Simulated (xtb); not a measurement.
C₇H₈, charge +1, doublet, at a GFN2-xTB geometry (a state made from the parent by changing its charge; the spin is typed, not shown lowest); xtb with GFN1-xTB.

Here is a job for xtb.
```
$ xtb mol.xyz --gfn 1 --chrg 1 --uhf 1 --json

# file mol.xyz
15

C      1.17486600    -0.47772752     0.64346424
C      0.78808183     0.81384632     0.85974479
C     -0.27270495     1.14091680    -0.16480281
C     -1.32582170     0.24940099     0.45008430
C     -0.93903754    -1.04217285     0.23380375
C      0.36763190    -0.99733600    -0.52286403
C      0.18725884     0.28323646    -1.35653456
H      1.88225086    -1.06032231     1.20773834
H      1.12040016     1.48369710     1.63374723
H     -0.52038085     2.18306297    -0.32266910
H     -2.18604264     0.60082512     0.99298053
H     -1.42419194    -1.94319429     0.56697164
H      0.70397232    -1.90537355    -1.00729843
H     -0.57381316     0.18453533    -2.12817486
H      1.11615896     0.63578433    -1.80066947
```

What the program printed (banner, timings and long lists left out):

```
   ID    Z sym.   atoms
    1    6 C      1-7
    2    1 H      8-15

           -------------------------------------------------
          |                Calculation Setup                |
           -------------------------------------------------

           -------------------------------------------------
          |                 G F N 1 - x T B                 |
           -------------------------------------------------

          ...................................................
          :                      SETUP                      :
          :.................................................:
          :  # basis functions                  44          :
          :  # atomic orbitals                  44          :
          :  # shells                           30          :
          :  # electrons                        35          :
          :  # halogen bonds                     0          :
          :  max. iterations                   250          :
          :  Hamiltonian                  GFN1-xTB          :
          :  restarted?                      false          :
          :  GBSA solvation                  false          :
          :  PC potential                    false          :
          :  electronic temp.          300.0000000     K    :
          :  accuracy                    1.0000000          :
          :  -> integral cutoff          0.2500000E+02      :
          :  -> integral neglect         0.1000000E-07      :
          :  -> SCF convergence          0.1000000E-05 Eh   :
          :  -> wf. convergence          0.2000000E-04 e    :
          :  Broyden damping             0.4000000          :
          :  net charge                          1          :
          :  unpaired electrons                  1          :
          ...................................................

 iter      E             dE          RMSdq      gap      omega  full diag
   1    -18.7823912 -0.187824E+02  0.866E+00    3.09       0.0  T
   2    -18.8158026 -0.334114E-01  0.517E+00    3.12       1.0  T
   3    -18.8161860 -0.383330E-03  0.439E-01    3.13       1.0  T
   4    -18.8173873 -0.120129E-02  0.274E-02    3.13       1.0  T
   5    -18.8173914 -0.410587E-05  0.511E-03    3.13       5.1  T
   6    -18.8173916 -0.229040E-06  0.170E-03    3.13      15.2  T
   7    -18.8173916 -0.169567E-07  0.849E-05    3.13     304.0  T
   8    -18.8173916 -0.623608E-10  0.312E-05    3.13     827.5  T

   *** convergence criteria satisfied after 8 iterations ***

         :::::::::::::::::::::::::::::::::::::::::::::::::::::
         ::                     SUMMARY                     ::
         :::::::::::::::::::::::::::::::::::::::::::::::::::::
         :: total energy             -18.525950471398 Eh    ::
         :: gradient norm              0.008557488011 Eh/a0 ::
         :: HOMO-LUMO gap              3.129009630734 eV    ::
         ::.................................................::
         :: SCC energy               -18.817391612626 Eh    ::
         :: -> electrostatic           0.110252201019 Eh    ::
         :: repulsion energy           0.297882949366 Eh    ::
         :: dispersion energy         -0.006441808137 Eh    ::
         :: halogen bond corr.         0.000000000000 Eh    ::
         :: add. restraining           0.000000000000 Eh    ::
         :: total charge               1.000000000000 e     ::
         :::::::::::::::::::::::::::::::::::::::::::::::::::::

           -------------------------------------------------
          |                Property Printout                |
           -------------------------------------------------

    * Orbital Energies and Occupations

         #    Occupation            Energy/Eh            Energy/eV
      -------------------------------------------------------------
         1        2.0000           -0.9080325             -24.7088
       ...           ...                  ...                  ...
         6        2.0000           -0.8098803             -22.0380
         7        2.0000           -0.7897440             -21.4900
         8        2.0000           -0.7885625             -21.4579
         9        2.0000           -0.7750398             -21.0899
        10        2.0000           -0.7378347             -20.0775
        11        2.0000           -0.7314150             -19.9028
        12        2.0000           -0.7186728             -19.5561
        13        2.0000           -0.7034831             -19.1428
        14        2.0000           -0.6875737             -18.7098
        15        2.0000           -0.6873518             -18.7038
        16        2.0000           -0.6851266             -18.6432
        17        2.0000           -0.6594693             -17.9451
        18        1.0000           -0.6238406             -16.9756 (HOMO)
        19                         -0.5088516             -13.8466 (LUMO)
        20                         -0.4424443             -12.0395
        21                         -0.2965285              -8.0690
        22                         -0.2957205              -8.0470
        23                         -0.2947862              -8.0215
        24                         -0.2839720              -7.7273
        25                         -0.2788420              -7.5877
        26                         -0.2711189              -7.3775
        27                         -0.2710991              -7.3770
        28                         -0.2390512              -6.5049
        29                         -0.1854755              -5.0470
       ...                                ...                  ...
        44                          0.4270038              11.6194
      -------------------------------------------------------------
                  HL-Gap            0.1149890 Eh            3.1290 eV
             Fermi-level           -0.6040006 Eh          -16.4357 eV

  Mulliken/CM5 charges         n(s)   n(p)   n(d)
     1C     0.06402  0.00682   1.121  2.815  0.000
     2C     0.06402  0.00682   1.121  2.815  0.000
     3C    -0.00468 -0.06470   1.067  2.937  0.000
     4C     0.06402  0.00682   1.121  2.815  0.000
     5C     0.06402  0.00682   1.121  2.815  0.000
     6C    -0.00468 -0.06470   1.067  2.937  0.000
     7C    -0.03882 -0.14057   1.058  2.980  0.000
     8H     0.11068  0.16649   0.889  0.000  0.000
     9H     0.11068  0.16649   0.889  0.000  0.000
    10H     0.09410  0.15154   0.906  0.000  0.000
    11H     0.11068  0.16649   0.889  0.000  0.000
    12H     0.11068  0.16649   0.889  0.000  0.000
    13H     0.09410  0.15154   0.906  0.000  0.000
    14H     0.08059  0.13684   0.919  0.000  0.000
    15H     0.08059  0.13684   0.919  0.000  0.000

Wiberg/Mayer (AO) data.
largest (>0.10) Wiberg bond orders for each atom

 ---------------------------------------------------------------------------
     #   Z sym  total        # sym  WBO       # sym  WBO       # sym  WBO
 ---------------------------------------------------------------------------
     1   6 C    3.875 --     2 C    1.605     6 C    0.985     8 H    0.962
                             5 C    0.153     4 C    0.121
     2   6 C    3.875 --     1 C    1.605     3 C    0.985     9 H    0.962
                             4 C    0.153     5 C    0.121
     3   6 C    3.978 --     2 C    0.985     4 C    0.985     7 C    0.974
                            10 H    0.966
     4   6 C    3.875 --     5 C    1.605     3 C    0.985    11 H    0.962
                             2 C    0.153     1 C    0.121
     5   6 C    3.875 --     4 C    1.605     6 C    0.985    12 H    0.962
                             1 C    0.153     2 C    0.121
     6   6 C    3.978 --     1 C    0.985     5 C    0.985     7 C    0.974
                            13 H    0.966
     7   6 C    3.982 --     6 C    0.974     3 C    0.974    15 H    0.973
                            14 H    0.973
     8   1 H    0.987 --     1 C    0.962
     9   1 H    0.987 --     2 C    0.962
    10   1 H    0.991 --     3 C    0.966
    11   1 H    0.987 --     4 C    0.962
    12   1 H    0.987 --     5 C    0.962
    13   1 H    0.991 --     6 C    0.966
    14   1 H    0.994 --     7 C    0.973
    15   1 H    0.994 --     7 C    0.973
 ---------------------------------------------------------------------------

Topologies differ in total number of bonds
Writing topology from bond orders to xtbtopo.mol

 dipole moment from electron density (au)
     X       Y       Z
  -0.1001  -0.1514   0.7252  total (Debye):    1.900

           -------------------------------------------------
          | TOTAL ENERGY              -18.525950471398 Eh   |
          | GRADIENT NORM               0.008557488011 Eh/α |
          | HOMO-LUMO GAP               3.129009630734 eV   |
           -------------------------------------------------

normal termination of xtb
```
